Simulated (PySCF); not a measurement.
In(F) cation (FIn), SMILES [In][F] (connectivity only; charge and spin as stated), charge +1, multiplicity 2.

The structure is a stationary point at B3LYP-D3(BJ)/def2-TZVP. The multiplicity is an assumed one; other spin states were not compared. The def2 effective core potentials stand for the cores of In; spin–orbit coupling is left out.

Calculation: PySCF with M06-2X/def2-TZVPD.

The molecule is in vacuum.

* **total energy**: -289.61891 hartree
* **point group**: C∞v
* **α spin, highest occupied and lowest empty level**: -16.77 and -7.34 eV
* **β spin, highest occupied and lowest empty level**: -19.11 and -12.08 eV
* **dipole moment about the centre of nuclear charge**: 4.06 D
* **mean static polarisability**: 26.9 bohr³ (3.98 Å³)
* **polarisability, principal values**: 23.0, 23.0, 34.7 bohr³
* **⟨S²⟩**: 0.759 (pure state 0.75)
